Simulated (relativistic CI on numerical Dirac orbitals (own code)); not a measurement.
## Radial parameters of Sm32+

Calculated at this level of theory: Dirac-Coulomb-Breit CI, separate exchange-only KLI orbitals for each configuration, model QED (radiative potential, 1s self-energy scaled to tabulated hydrogen-like ionisation energies), unscaled Slater integrals (own radial code, finite nucleus).

Slater integrals F^k, G^k are unscaled and averaged over j, outside the closed core [Ar] 3d10; ζ comes from projecting the Hamiltonian with its Breit term on Σ l·s of the shell.

- 4s 4p: G^1(4s,4p) = 257130, ζ(4p) = 206980 cm⁻¹; <r>(4s) = 0.5101, <r^2>(4s) = 0.2922, <r>(4p) = 0.5209, <r^2>(4p) = 0.3067 (bohr units).
- 4p2: F^2(4p,4p) = 196470, ζ(4p) = 206820 cm⁻¹; <r>(4p) = 0.5212, <r^2>(4p) = 0.3071 (bohr units).
- 4s 4d: G^2(4s,4d) = 189190, ζ(4d) = 25530 cm⁻¹; <r>(4s) = 0.5103, <r^2>(4s) = 0.2925, <r>(4d) = 0.5213, <r^2>(4d) = 0.3105 (bohr units).

Averages of the first 10 configurations, taken without configuration mixing, which lowers the lowest level and can move excited configurations by several eV; other configurations of the list can lie among them:

```csv
Configuration,Parity,States,Average energy above the lowest level (eV)
4s2,even,1,2.0
4s 4p,odd,12,92.2
4p2,even,15,191.2
4s 4d,even,20,224.7
4d2,even,45,451.0
4s 4f,odd,28,351.0
4p 4d,odd,60,319.8
4f2,even,91,702.2
4p 4f,even,84,446.4
4d 4f,odd,140,575.5
```
